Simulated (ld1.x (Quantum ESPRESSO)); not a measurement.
**oxygen: variants of one TM potential**

Base potential:

```json
{"Element": "oxygen (O)", "Generator": "ld1.x (Quantum ESPRESSO) 7.5", "Type": "norm-conserving Troullier–Martins (Kleinman–Bylander form)", "Functional": "revPBE", "Relativity": "non-relativistic", "Frozen core": "[He]", "Valence charge": "6", "Reference configuration": "2s2 2p4", "Partial waves": "2s (bound): rc 0.65 bohr; 2p (bound): rc 1.75 bohr", "Local potential": "all-electron potential smoothed inside 1.00 bohr (lloc = -2)", "Core correction": "Bessel-smoothed model core inside 0.50 bohr"}
```

Cutoffs, loose and tight: the cutoffs (Ry, on a coarse ladder) from which the occupation-weighted sum of valence levels, in a spherical-Bessel basis at the reference potential, stays within 10 and 1 mRy of its value at 400 Ry. They do not see the model core or the augmentation charge, which bear on the density cutoff. Test errors are all-electron minus pseudo excitation energies from the reference, over the configurations 2s2 2p3; 2s2 2p2; 2s2 2p1; 2s2 2p3.5; 2s2 2p0; 2s1 2p4; 2s2 2p4.3. A dash means not determined; rows that change the core or the reference have their own tests.

```tsv
change	outcome	cutoff, loose	cutoff, tight	bound ghosts	largest test error (meV)
base	generated	140 Ry	300 Ry	none	+3973
wave 2p (bound): rc 1.75 bohr becomes 2p (bound): rc 1.74 bohr	generated	140 Ry	300 Ry	none	+3646
wave 2s (bound): rc 0.65 bohr becomes 2s (bound): rc 0.76 bohr	generated	80 Ry	200 Ry	none	+3961
core correction Bessel-smoothed model core inside 0.42 bohr	generated	140 Ry	300 Ry	none	+3938
local potential all-electron potential smoothed inside 2.10 bohr (lloc = -2)	generated	140 Ry	300 Ry	none	+3812
reference 2s2 2p2	generated	160 Ry	300 Ry	none	+870
local potential the s channel	generated	140 Ry	300 Ry	none	+4006
```

Problem. What comes out with this change to the base: type ultrasoft; waves now 2s (bound): rcut 0.55, rcutus 0.65 bohr; 2s channel at -1.25 Ry: rcut 0.55, rcutus 0.65 bohr; 2p (bound): rcut 1.50, rcutus 1.75 bohr; 2p channel at 0.05 Ry: rcut 1.50, rcutus 1.75 bohr; local potential all-electron potential smoothed inside 0.85 bohr (lloc = -1); augmentation PSQ, radius 0.45 bohr?

Solution. outcome: generated; cutoff, loose: 80 Ry; cutoff, tight: 110 Ry; bound ghosts: none; largest test error (meV): +159.
